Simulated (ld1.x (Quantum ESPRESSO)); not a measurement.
## Which change was made? (Au, RRKJ)

gold (Au), norm-conserving RRKJ (Kleinman–Bylander form), made with ld1.x (Quantum ESPRESSO) 7.5 (PBE, fully relativistic). Core [Kr] 4d10 4f14, reference 5s2 5p6 5d10 6s0 6p0 (charge +1). Waves: 5s (bound): rc 1.50 bohr; 5p (bound): rc 1.65 bohr; 5d (bound): rc 1.65 bohr. Local part: the d channel. Core correction: none.

Open shells are filled in proportion to 2j + 1 (rel_dist='average').

Cutoffs, loose and tight: the cutoffs (Ry, on a coarse ladder) from which the occupation-weighted sum of valence levels, in a spherical-Bessel basis at the reference potential, stays within 10 and 1 mRy of its value at 400 Ry. They do not see the model core or the augmentation charge, which bear on the density cutoff. Test errors are all-electron minus pseudo excitation energies from the reference, over the configurations 5s2 5p6 5d10 6s1 6p0; 5s2 5p6 5d9 6s0 6p0; 5s2 5p6 5d8 6s0 6p0; 5s2 5p6 5d9 6s2 6p0; 5s2 5p6 5d9 6s1 6p0; 5s2 5p6 5d10 6s0 6p1; 5s2 5p5 5d10 6s1 6p0; variants that change the core or the reference have their own tests.

The base gives: outcome: generated, misses its reference levels by 0.97 eV; cutoff, loose: 50 Ry; cutoff, tight: 80 Ry; bound ghosts: none; largest test error (meV): -1090.

(1) After one change the result is: outcome: failed: compute_phi: phi has nodes before r_c. Which change was it?
A. wave 5s (bound): rc 1.50 bohr becomes 5s (bound): rc 1.26 bohr
B. wave 5s (bound): rc 1.50 bohr becomes 5s (bound): rc 2.06 bohr
C. wave 5s (bound): rc 1.50 bohr becomes 5s (bound): rc 0.94 bohr

Answers

(1) A. The others give: wave 5s (bound): rc 1.50 bohr becomes 5s (bound): rc 0.94 bohr → outcome: failed: compute_chi: n is too large | wave 5s (bound): rc 1.50 bohr becomes 5s (bound): rc 2.06 bohr → outcome: generated, misses its reference levels by 0.97 eV; cutoff, loose: 45 Ry; cutoff, tight: 80 Ry; bound ghosts: none; largest test error (meV): +4945.
